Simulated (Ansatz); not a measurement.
Ansatz (a first-principles code) input (r2SCAN0/def2-TZVPD):

Ansatz 0.2 input:
```yaml
crystal:
  periodic: [false, false, false]
  atoms:
    - {symbol: C, position_ang: [1.50492706, -0.60466710, -0.07475432]}
    - {symbol: C, position_ang: [1.44770015, 0.91750541, 0.24036628]}
    - {symbol: C, position_ang: [-0.06470589, 0.62140119, 0.42475711]}
    - {symbol: C, position_ang: [0.12960980, -0.71401574, 0.12316742]}
    - {symbol: C, position_ang: [-1.31589384, -0.96191009, -0.30454618]}
    - {symbol: C, position_ang: [-1.48805331, 0.61285143, -0.15318532]}
    - {symbol: H, position_ang: [2.28835060, -1.23843322, -0.46748317]}
    - {symbol: H, position_ang: [1.68142096, 1.54341397, -0.62461506]}
    - {symbol: H, position_ang: [1.99299505, 1.29271556, 1.10854041]}
    - {symbol: H, position_ang: [-1.45236276, -1.34466810, -1.31581685]}
    - {symbol: H, position_ang: [-1.91659155, -1.55342644, 0.38585634]}
    - {symbol: H, position_ang: [-1.58364837, 1.11280011, -1.12019523]}
    - {symbol: H, position_ang: [-2.29166764, 0.96060734, 0.49888356]}
basis:
  gaussian:
    orbitals: def2-TZVPD
hamiltonian:
  xc: {name: r2SCAN0}
magnetization: {spin_polarized: true, initial_magnetization: 1}
output: {forces: true}
```

Output:

```
Functional definition: r2SCAN0
integrals: 0.22 GiB planned
1401 factors; their error is unknown
0.48 GiB of the device are held for the grids
1.64 GiB of device memory are held for the factors and their scratch space
mean field: 2.36 GiB planned
mean field evaluation 1: about -6319.7425 eV, gradient 4.3e1 eV
mean field evaluation 2: about -6316.3230 eV, gradient 5.0e1 eV
mean field evaluation 4: about -6328.7648 eV, gradient 3.8e0 eV
mean field evaluation 8: about -6328.8659 eV, gradient 3.2e-1 eV
mean field evaluation 16: about -6328.8292 eV, gradient 2.6e-3 eV
mean field -6328.82917416 eV, -232.5801823157 hartree, gradient 5.1e-5 eV, S^2 0.833278; 0 other end points of the search recorded, 0 dependent functions left out
the calculation of the forces begins
reference -6328.82918848 eV, -232.5801828422 hartree; 22, 21 occupied and 263, 264 virtual orbitals, 1401 factors
Total energy: -6328.82918848 eV, -232.5801828422 hartree
Atom 0 at     1.504927    -0.604667    -0.074754 Å, force    -0.152725     0.269891     0.037788 eV/Å
Atom 1 at     1.447700     0.917505     0.240366 Å, force    -0.210197    -0.235414    -0.014357 eV/Å
Atom 2 at    -0.064706     0.621401     0.424757 Å, force     0.160944    -0.237054    -0.184007 eV/Å
Atom 3 at     0.129610    -0.714016     0.123167 Å, force    -0.164990     0.241362    -0.043223 eV/Å
Atom 4 at    -1.315894    -0.961910    -0.304546 Å, force     0.147531     0.226998     0.058305 eV/Å
Atom 5 at    -1.488053     0.612851    -0.153185 Å, force     0.172669    -0.198412     0.024711 eV/Å
Atom 6 at     2.288351    -1.238433    -0.467483 Å, force    -0.060497     0.057951     0.045852 eV/Å
Atom 7 at     1.681421     1.543414    -0.624615 Å, force    -0.028775    -0.079103     0.077440 eV/Å
Atom 8 at     1.992995     1.292716     1.108540 Å, force    -0.057983    -0.045475    -0.083708 eV/Å
Atom 9 at    -1.452363    -1.344668    -1.315817 Å, force     0.013798     0.043533     0.097349 eV/Å
Atom 10 at    -1.916592    -1.553426     0.385856 Å, force     0.064895     0.066133    -0.058214 eV/Å
Atom 11 at    -1.583648     1.112800    -1.120195 Å, force     0.025065    -0.068546     0.102236 eV/Å
Atom 12 at    -2.291668     0.960607     0.498884 Å, force     0.090266    -0.041863    -0.060172 eV/Å
Dipole moment:    -0.079646     0.023632    -0.193166 e Å
```

It need not be the lowest isomer of its formula.
